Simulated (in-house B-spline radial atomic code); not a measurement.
A fraction x of an electron is moved 3p → 4d in Kr2+, starting from [Ar] 3d10 4s2 4p4 and keeping the highest spin. Method: scalar-relativistic (X2C) OLYP, spin-polarised, spherical fractional occupations, Fermi nucleus of rms radius 4.1884 fm. Calculated with an all-electron radial atomic-structure program (B-spline basis).

| x | E(x) - E(0) (eV) | 3p down level (eV) | 4d up level (eV) |
| --- | --- | --- | --- |
| 0 | 0.0000 | -221.114 | - |
| 0.125 | 26.1603 | -223.263 | -13.042 |
| 0.25 | ? | ? | ? |
| 0.375 | 79.1804 | -227.496 | -13.575 |
| 0.5 | ? | ? | ? |
| 0.625 | 133.1123 | -231.655 | -14.135 |
| 0.75 | 160.4132 | -233.709 | -14.418 |
| 0.875 | 187.9344 | -235.749 | -14.703 |
| 1 | 215.6741 | -237.773 | -14.986 |

(1) What belongs in the row x = 0.25?

(2) What belongs in the row x = 0.5?

(3) Check Janak's theorem between x = 0.625 and 0.75.

Results:

(1) An energy change of 52.5547 eV; 3p down at -225.390 eV, 4d up at -13.305 eV.

(2) An energy change of 106.0339 eV; 3p down at -229.584 eV, 4d up at -13.853 eV.

(3) The slope of the energy is 218.41 eV; the orbital levels give 218.41 eV (ε of the receiving orbital less ε of the emptying one, averaged over the two points).
